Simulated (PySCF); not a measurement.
Record of a relaxation.

Compound: C₆H₁₂OSi₂.
SMILES with atom numbers: `[CH3:1][C:2]#[C:3][Si@H:4]([O:5][SiH3:6])[CH:7]1[CH2:8][CH2:9]1` (hydrogens: H10, H11, H12 on C1; H13 on Si4; H14, H15, H16 on Si6; H17 on C7; H18, H19 on C8; H20, H21 on C9)

Computed by this run: PBE0-D3(BJ)/def2-SVP geometry optimisation, gas phase in PySCF 2.14.0; density fitting, grid level 1; the optimiser is geomeTRIC in internal coordinates, started from a GFN2-xTB structure with every atom displaced at random (about 0.01 Å). 8 of its 18 geometries are shown. The frame can shift and turn from step to step; on so coarse a grid that alone can change the energy by a few meV, and forces under 0.02 eV/Å are noise.

Step 0: E = -24192.5123 eV, largest atomic force 1.773 eV/Å
```
atom  x, y, z in Å  |  force x, y, z in eV/Å
C1      2.824    2.334   -0.219   -1.458   0.903   0.447
C2      1.852    1.329    0.151    0.584   0.324  -0.151
C3      1.052    0.473    0.460   -0.251  -0.367   0.300
Si4    -0.137   -0.809    0.930   -1.546   0.355  -0.525
O5      0.175   -2.230    0.192   -0.325   0.732   0.947
Si6     0.735   -3.229   -0.927    0.165  -0.619  -0.153
C7     -1.867   -0.240    0.384    0.943   0.131   0.323
C8     -2.406    1.064    0.908   -1.407  -0.298   0.361
C9     -2.041    0.956   -0.505   -0.964  -0.274  -1.120
H10     3.073    2.247   -1.263    0.347  -0.044  -0.790
H11     2.355    3.343   -0.064    0.427  -0.505  -0.128
H12     3.710    2.278    0.392    0.700  -0.071   0.377
H13    -0.130   -1.115    2.354    0.146   0.089   0.694
H14     0.594   -4.553   -0.310    0.118  -0.643  -0.157
H15     2.126   -2.891   -1.202    0.724  -0.026  -0.312
H16    -0.090   -3.078   -2.115   -0.309  -0.135  -0.802
H17    -2.612   -1.011    0.244   -0.240  -0.517   0.016
H18    -3.479    1.121    1.172    0.409  -0.098  -0.086
H19    -1.791    1.637    1.565    0.668   0.627   0.580
H20    -1.173    1.472   -0.847    0.958   0.471  -0.294
H21    -2.841    0.926   -1.275    0.313  -0.035   0.475
```

Step 2: E = -24192.8162 eV, largest atomic force 0.140 eV/Å
```
atom  x, y, z in Å  |  force x, y, z in eV/Å
C1      2.758    2.380    0.112    0.029   0.028  -0.017
C2      1.770    1.374    0.451   -0.010  -0.007   0.050
C3      0.944    0.527    0.747   -0.016   0.015  -0.064
Si4    -0.341   -0.731    1.104    0.053   0.096   0.049
O5     -0.002   -2.132    0.299   -0.012  -0.140  -0.005
Si6     0.573   -3.142   -0.871   -0.007   0.075   0.021
C7     -1.992   -0.058    0.587   -0.006  -0.093  -0.010
C8     -2.432    1.285    1.113   -0.043   0.073  -0.010
C9     -2.115    1.127   -0.336   -0.002   0.059  -0.011
H10     3.038    2.316   -0.951   -0.001  -0.001   0.011
H11     2.369    3.394    0.297   -0.006  -0.016  -0.002
H12     3.673    2.256    0.713   -0.010  -0.010  -0.004
H13    -0.319   -1.027    2.565   -0.012  -0.063  -0.022
H14     0.492   -4.549   -0.383   -0.001   0.001   0.012
H15     1.995   -2.818   -1.192    0.001   0.006  -0.012
H16    -0.250   -3.017   -2.113    0.008   0.006  -0.004
H17    -2.783   -0.813    0.490    0.017   0.012   0.045
H18    -3.478    1.395    1.415    0.004  -0.004  -0.018
H19    -1.733    1.855    1.734    0.017  -0.013  -0.024
H20    -1.193    1.586   -0.707   -0.001  -0.020  -0.005
H21    -2.940    1.128   -1.054    0.000  -0.005   0.021
```

Step 5: E = -24192.8446 eV, largest atomic force 0.249 eV/Å
```
atom  x, y, z in Å  |  force x, y, z in eV/Å
C1      2.776    2.324    0.167   -0.130  -0.028   0.048
C2      1.756    1.344    0.496    0.049   0.000  -0.047
C3      0.911    0.510    0.776   -0.023  -0.010   0.112
Si4    -0.354   -0.743    1.218   -0.015  -0.078  -0.204
O5     -0.041   -2.156    0.408   -0.060   0.078   0.218
Si6     0.549   -2.949   -0.905    0.093  -0.051  -0.178
C7     -2.019   -0.090    0.733    0.030   0.236   0.075
C8     -2.340    1.372    0.977    0.036  -0.126  -0.048
C9     -2.177    0.878   -0.418   -0.059  -0.187   0.002
H10     3.050    2.268   -0.896    0.006  -0.006  -0.062
H11     2.416    3.344    0.373    0.036   0.000   0.002
H12     3.684    2.150    0.762    0.045   0.026   0.029
H13    -0.283   -1.081    2.663    0.013   0.076   0.059
H14     0.660   -4.395   -0.561    0.010  -0.019  -0.039
H15     1.893   -2.421   -1.287    0.019  -0.015   0.007
H16    -0.367   -2.784   -2.074   -0.022  -0.027  -0.014
H17    -2.844   -0.793    0.885   -0.078  -0.013   0.008
H18    -3.345    1.619    1.330    0.017   0.020   0.012
H19    -1.542    2.004    1.378   -0.010   0.050   0.066
H20    -1.276    1.162   -0.968    0.019   0.066  -0.024
H21    -3.073    0.771   -1.035    0.025   0.011  -0.022
```

Step 7: E = -24192.8571 eV, largest atomic force 0.073 eV/Å
```
atom  x, y, z in Å  |  force x, y, z in eV/Å
C1      2.787    2.269    0.185    0.004  -0.005   0.006
C2      1.760    1.306    0.533   -0.004  -0.012  -0.046
C3      0.903    0.487    0.821    0.024   0.019   0.066
Si4    -0.361   -0.753    1.291   -0.013  -0.049  -0.050
O5     -0.053   -2.175    0.486   -0.017   0.024   0.065
Si6     0.540   -2.800   -0.926    0.016  -0.005  -0.061
C7     -2.032   -0.089    0.837    0.008   0.029   0.022
C8     -2.295    1.400    0.869    0.040  -0.030  -0.004
C9     -2.217    0.694   -0.442   -0.033  -0.025   0.001
H10     3.048    2.198   -0.882   -0.002   0.004   0.003
H11     2.450    3.298    0.385   -0.005   0.004  -0.004
H12     3.703    2.094    0.771   -0.001   0.002  -0.005
H13    -0.261   -1.058    2.745   -0.001   0.016   0.001
H14     0.792   -4.256   -0.729   -0.003   0.003   0.005
H15     1.816   -2.126   -1.314   -0.004  -0.002   0.010
H16    -0.446   -2.625   -2.037   -0.003  -0.002   0.010
H17    -2.876   -0.723    1.132   -0.002  -0.001  -0.018
H18    -3.274    1.733    1.224   -0.002   0.004   0.006
H19    -1.465    2.059    1.141   -0.014   0.013   0.002
H20    -1.340    0.874   -1.072    0.004   0.006   0.008
H21    -3.144    0.530   -0.998    0.006   0.006  -0.018
```

Step 10: E = -24192.8596 eV, largest atomic force 0.061 eV/Å
```
atom  x, y, z in Å  |  force x, y, z in eV/Å
C1      2.760    2.268    0.152    0.005   0.004   0.001
C2      1.756    1.294    0.535   -0.012   0.007  -0.008
C3      0.913    0.474    0.861    0.004  -0.014   0.002
Si4    -0.360   -0.764    1.316   -0.008   0.055   0.017
O5     -0.049   -2.189    0.522    0.034  -0.048  -0.016
Si6     0.531   -2.797   -0.907   -0.023   0.011   0.027
C7     -2.019   -0.092    0.831   -0.002  -0.023  -0.017
C8     -2.290    1.393    0.872   -0.025   0.023   0.005
C9     -2.170    0.704   -0.445    0.018   0.026  -0.003
H10     3.009    2.178   -0.917    0.000  -0.001  -0.002
H11     2.402    3.294    0.331    0.000  -0.002  -0.001
H12     3.687    2.127    0.729   -0.001  -0.002   0.000
H13    -0.282   -1.055    2.774   -0.003  -0.011  -0.002
H14     0.805   -4.250   -0.720    0.001  -0.001   0.001
H15     1.792   -2.101   -1.305    0.002   0.001  -0.005
H16    -0.479   -2.629   -1.996    0.003   0.002  -0.005
H17    -2.871   -0.734    1.087    0.004  -0.002   0.006
H18    -3.281    1.715    1.203    0.001  -0.004  -0.005
H19    -1.476    2.058    1.177    0.009  -0.009  -0.004
H20    -1.271    0.899   -1.039   -0.002  -0.006  -0.003
H21    -3.074    0.546   -1.039   -0.004  -0.006   0.011
```

Step 12: E = -24192.8604 eV, largest atomic force 0.028 eV/Å
```
atom  x, y, z in Å  |  force x, y, z in eV/Å
C1      2.749    2.269    0.129   -0.011  -0.004  -0.003
C2      1.753    1.294    0.531    0.002   0.010   0.017
C3      0.919    0.475    0.880   -0.004  -0.011  -0.020
Si4    -0.354   -0.761    1.339   -0.013   0.002   0.000
O5     -0.034   -2.196    0.561    0.027   0.004   0.009
Si6     0.519   -2.790   -0.883   -0.010  -0.005  -0.005
C7     -2.009   -0.097    0.827    0.000   0.007  -0.010
C8     -2.287    1.388    0.862   -0.012  -0.004   0.000
C9     -2.146    0.697   -0.452    0.016  -0.007   0.009
H10     2.997    2.162   -0.939    0.002  -0.002  -0.004
H11     2.384    3.295    0.290    0.004   0.001   0.001
H12     3.678    2.144    0.707    0.003   0.002   0.002
H13    -0.291   -1.045    2.798   -0.002   0.006   0.004
H14     0.837   -4.235   -0.703    0.001  -0.001  -0.003
H15     1.747   -2.061   -1.322    0.002  -0.002   0.000
H16    -0.526   -2.649   -1.944   -0.001  -0.002  -0.001
H17    -2.861   -0.742    1.073   -0.003  -0.001   0.005
H18    -3.284    1.706    1.179    0.002   0.004   0.000
H19    -1.479    2.056    1.176    0.003   0.001   0.004
H20    -1.239    0.893   -1.033   -0.003   0.003  -0.009
H21    -3.041    0.532   -1.057   -0.003  -0.001   0.004
```

Step 15: E = -24192.8625 eV, largest atomic force 0.058 eV/Å
```
atom  x, y, z in Å  |  force x, y, z in eV/Å
C1      2.749    2.301    0.115    0.002   0.000  -0.006
C2      1.756    1.327    0.525    0.015  -0.009   0.021
C3      0.933    0.500    0.881   -0.007   0.014  -0.020
Si4    -0.327   -0.741    1.359    0.000  -0.058  -0.007
O5      0.024   -2.192    0.622    0.001   0.052   0.019
Si6     0.483   -2.802   -0.849   -0.003  -0.012  -0.024
C7     -1.987   -0.111    0.822    0.002   0.017   0.017
C8     -2.282    1.372    0.833    0.026  -0.017  -0.003
C9     -2.130    0.661   -0.469   -0.022  -0.017  -0.003
H10     3.013    2.173   -0.946   -0.002   0.002   0.003
H11     2.375    3.328    0.250   -0.004   0.002  -0.001
H12     3.671    2.196    0.708   -0.002   0.001  -0.003
H13    -0.272   -0.990    2.825    0.000   0.005  -0.001
H14     0.907   -4.218   -0.658   -0.001   0.002   0.003
H15     1.620   -2.016   -1.419    0.000   0.000   0.006
H16    -0.657   -2.761   -1.816    0.000   0.001   0.005
H17    -2.832   -0.761    1.079    0.000   0.002  -0.007
H18    -3.282    1.687    1.142   -0.002   0.001   0.004
H19    -1.479    2.051    1.138   -0.009   0.007   0.000
H20    -1.227    0.857   -1.057    0.003   0.002   0.007
H21    -3.025    0.475   -1.067    0.004   0.005  -0.011
```

Step 17: E = -24192.8634 eV, largest atomic force under 0.02 eV/Å
```
atom  x, y, z in Å  |  force x, y, z in eV/Å
C1      2.747    2.325    0.120    0.004   0.003   0.001
C2      1.762    1.343    0.527    0.004  -0.005  -0.002
C3      0.940    0.511    0.875   -0.004   0.003   0.003
Si4    -0.311   -0.737    1.363   -0.002   0.011   0.006
O5      0.045   -2.187    0.632    0.009  -0.007  -0.012
Si6     0.466   -2.809   -0.846   -0.006   0.001   0.011
C7     -1.976   -0.118    0.827    0.002  -0.005   0.009
C8     -2.277    1.363    0.820    0.006   0.006  -0.002
C9     -2.124    0.637   -0.473   -0.012   0.006  -0.008
H10     3.014    2.199   -0.941   -0.001   0.001   0.000
H11     2.364    3.349    0.253   -0.002  -0.001  -0.001
H12     3.669    2.229    0.714   -0.001   0.000  -0.001
H13    -0.249   -0.973    2.831    0.001  -0.006  -0.002
H14     0.912   -4.218   -0.652   -0.001   0.000   0.001
H15     1.575   -2.016   -1.457    0.000   0.000  -0.001
H16    -0.705   -2.792   -1.776    0.001   0.002  -0.002
H17    -2.818   -0.769    1.092    0.001   0.000  -0.001
H18    -3.279    1.676    1.128   -0.001  -0.005  -0.001
H19    -1.479    2.051    1.116    0.000  -0.002  -0.002
H20    -1.223    0.832   -1.064    0.003  -0.001   0.006
H21    -3.019    0.442   -1.070    0.002  -0.002  -0.001
```

**Question.** Summarise the path.

**Answer.** The energy falls by 33.88 kJ/mol from step 0 to step 17; nine tenths of that is first reached at step 4. It falls at every step. The largest force goes from 1.773 to under 0.02 eV/Å. Among the bonds O5–Si6 changes most, from 1.602 to 1.658 Å; the atoms move by 0.506 Å rms after alignment.

**Question.** Follow the three bonds and two angles with the largest change from start to end.

**Answer.** 
| step | E above end (kJ/mol) | largest force (eV/Å) | O5–Si6 (Å) | Si4–C7 (Å) | Si6–H16 (Å) | Si4–O5–Si6 (°) | O5–Si6–H14 (°) |
| --- | --- | --- | --- | --- | --- | --- | --- |
| 0 | 33.88 | 1.773 | 1.602 | 1.902 | 1.454 | 157.9 | 103.6 |
| 1 | 6.33 | 0.281 | 1.656 | 1.864 | 1.498 | 160.4 | 110.3 |
| 2 | 4.55 | 0.140 | 1.649 | 1.856 | 1.494 | 159.6 | 109.1 |
| 3 | 3.90 | 0.102 | 1.646 | 1.856 | 1.494 | 158.5 | 108.6 |
| 4 | 2.80 | 0.202 | 1.643 | 1.853 | 1.493 | 154.9 | 108.2 |
| 5 | 1.81 | 0.249 | 1.643 | 1.853 | 1.494 | 150.4 | 108.1 |
| 6 | 0.98 | 0.193 | 1.648 | 1.854 | 1.495 | 145.9 | 108.2 |
| 7 | 0.60 | 0.073 | 1.654 | 1.854 | 1.496 | 143.4 | 108.4 |
| 8 | 0.50 | 0.045 | 1.656 | 1.855 | 1.495 | 143.4 | 108.5 |
| 9 | 0.43 | 0.049 | 1.657 | 1.854 | 1.495 | 143.0 | 108.4 |
| 10 | 0.37 | 0.061 | 1.658 | 1.855 | 1.495 | 142.4 | 108.3 |
| 11 | 0.33 | 0.044 | 1.657 | 1.855 | 1.495 | 141.8 | 108.3 |
| 12 | 0.29 | 0.028 | 1.657 | 1.855 | 1.495 | 141.4 | 108.2 |
| 13 | 0.24 | 0.050 | 1.657 | 1.855 | 1.495 | 141.0 | 108.3 |
| 14 | 0.16 | 0.071 | 1.657 | 1.855 | 1.495 | 140.6 | 108.3 |
| 15 | 0.09 | 0.058 | 1.657 | 1.855 | 1.495 | 140.5 | 108.3 |
| 16 | 0.03 | 0.023 | 1.658 | 1.855 | 1.495 | 140.7 | 108.3 |
| 17 | 0.00 | under 0.02 | 1.658 | 1.855 | 1.495 | 140.7 | 108.3 |

The cost below is that of the whole optimisation. The run took 7.2 min wall on one thread of an Arm Neoverse V1, on a shared host, and the process peaked at 0.89 GiB of memory.
